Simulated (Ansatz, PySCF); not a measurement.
System: H₄BSiO, charge 0, doublet. H4BSiO (SMILES [B]([SiH3])O, doublet).
B3LYP-D3(BJ)/def2-TZVP minimum from Ansatz (a program for electronic structure):
```xyz
7

B     -0.7207    -0.0531    -0.5749
O     -1.1873     1.1578    -0.8816
H     -1.9438     1.1776    -1.4811
Si     0.8168    -0.5656     0.6186
H      1.5624     0.5481     1.2690
H      1.7706    -1.3523    -0.2014
H      0.2774    -1.4511     1.6798
```
Charge 0, spin multiplicity 2.

Atomisation energy term by term, kcal/mol (programs: Ansatz). UHF or UKS for unpaired electrons; spin-orbit terms are left out. Cores are frozen in correlated methods. Rows without X2C or -DK are non-relativistic. CBS(X,Y): correlation extrapolated as X^-3, Hartree-Fock from the larger set. A bracket is a step between two methods taken in the basis named. '+ core + X2C': CCSD(T) terms for core correlation (cc-pwCVTZ, 1s frozen past Ne) and scalar relativity (cc-pVTZ-DK). Where a partner has so few electrons that a lower coupled-cluster level is exact, that level stands in.

```csv
term,basis,kcal/mol
Hartree-Fock,cc-pV(Q+d)Z,403.48
CCSD correlation,"CBS(cc-pV(T+d)Z,cc-pV(Q+d)Z)",124.37
(T),"CBS(cc-pV(T+d)Z,cc-pV(Q+d)Z)",7.32
CCSDT(Q) - CCSD(T),cc-pV(D+d)Z,0.61
core correlation,cc-pwCVTZ,1.23
scalar relativity,"X2C, cc-pVTZ-DK",-0.98
minus zero-point energy,"harmonic, PySCF's Hessian at B3LYP-D3(BJ)/def2-TZVP",-25.82
sum: D0,,510.2
```
